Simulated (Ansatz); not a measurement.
`O=COC(F)(F)F`, relaxed with RKS PBE0-D4/def2-TZVP in Ansatz from a PBE-D4/def2-SVP geometry. The force threshold is 0.005 eV/Å; the program also tests the step.

Charge 0, multiplicity 1.

Start:

```xyz
8

O     0.995   -0.469   -1.536
C     0.705    0.581   -1.039
O    -0.046    0.760    0.111
C    -0.532   -0.358    0.788
F    -1.208    0.105    1.842
F    -1.358   -1.077    0.020
F     0.462   -1.143    1.217
H     0.981    1.601   -1.403
```

Problem. By how much does the energy fall, and how many steps does the optimiser take? (Best estimate.)

Solution. The calculation gave: 5.12 kJ/mol, in 6 steps, 1 of them rejected.

Problem. Which bonds change most? (An estimate is asked.)

Solution. Ansatz gave: C2–H8 from 1.118 to 1.097 Å; O3–C4 from 1.394 to 1.376 Å; C2–O3 from 1.386 to 1.369 Å; C4–F7 from 1.338 to 1.322 Å.

Problem. Give the relaxed structure. (An estimate is asked.)

Solution. The calculation gave: 
```xyz
8

O     0.983   -0.459   -1.517
C     0.696    0.577   -1.025
O    -0.046    0.753    0.111
C    -0.524   -0.352    0.777
F    -1.195    0.100    1.821
F    -1.342   -1.064    0.020
F     0.456   -1.130    1.204
H     0.972    1.575   -1.390
```
